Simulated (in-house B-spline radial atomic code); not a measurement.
**Ionising K⁵⁺ with different functionals**

Computed with a radial B-spline atomic code at the basis-set limit: scalar-relativistic (spin-free X2C) Hamiltonian, Fermi nucleus of rms radius 3.4349 fm, spin-polarised at highest spin, spherical fractional occupations for the functionals, the average over the highest-spin determinants for Hartree-Fock. The ionisation energy is the difference of two self-consistent energies, [Ne] 3s2 3p2 → [Ne] 3s2 3p1, without Breit or QED terms; ε is the level of the shell that loses the electron (its least bound occupied spin orbital).

Hybrids are left out here: with spherical fractional occupations of an open shell their exact exchange keeps a self-interaction that integer-occupation calculations don't have.

| method | rung | ΔSCF (eV) | -ε(3p) (eV) |
| --- | --- | --- | --- |
| Hartree-Fock | Hartree-Fock | 98.63 | 99.04 |
| LDA VWN5 | LDA | 99.61 | 90.63 |
| LDA PW92 | LDA | 99.59 | 90.62 |
| LDA exchange-only | LDA | 98.19 | 89.28 |
| PBE | GGA | 99.61 | 90.69 |
| PBEsol | GGA | 99.53 | 90.60 |
| BLYP | GGA | 99.49 | 90.50 |
| RPBE | GGA | 99.60 | 90.70 |
| PW91 | GGA | 99.73 | 90.79 |
| BP86 | GGA | 99.67 | 90.72 |
| AM05 | GGA | 99.49 | 90.55 |
| OLYP | GGA | 99.86 | 90.94 |
| TPSS | meta-GGA | 99.75 | 90.90 |
| SCAN | meta-GGA | 99.95 | 91.26 |
| r2SCAN | meta-GGA | 99.88 | 91.21 |
| revTPSS | meta-GGA | 99.66 | 90.82 |

Problem. How do they compare with the NIST value?

Solution. NIST lists 99.4 eV ± 0.2 (semi-empirical, ground level to ground level). Errors run from -1.25 to +0.51 eV; BLYP is closest (+0.05 eV), though others lie within the uncertainty of it, and part of that can be cancellation, since the calculations leave out spin-orbit coupling, Breit-QED terms, multiplet and fine-structure energies. Hartree-Fock also lacks correlation.
